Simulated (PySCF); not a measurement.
W(O)2(Cl)2, Cl2O2W, SMILES [O]=[W](=[O])([Cl])[Cl], singlet (PBE0/def2-SVP optimised geometry):

```
5

W     -0.650    -1.026     0.000
O     -1.195    -1.886     1.350
O     -1.195    -1.887    -1.350
Cl    -1.620     1.026     0.000
Cl     1.620    -1.026     0.000
```

Computed with PySCF 2.14.0 with PBE0/def2-TZVP, def2 effective core potentials past Kr.

Problem. What are the frontier orbital energies and the dipole moment?

Solution. HOMO-2 -10.14 eV, HOMO-1 -10.11 eV, HOMO -9.76 eV, LUMO -3.32 eV, LUMO+1 -2.52 eV; dipole moment 1.90 D.

On the same geometry PySCF 2.14.0 with PBE/def2-TZVP, def2 effective core potentials past Kr gives HOMO-2 -8.71 eV, HOMO-1 -8.65 eV, HOMO -8.13 eV, LUMO -3.97 eV, LUMO+1 -3.29 eV; dipole moment 1.77 D.
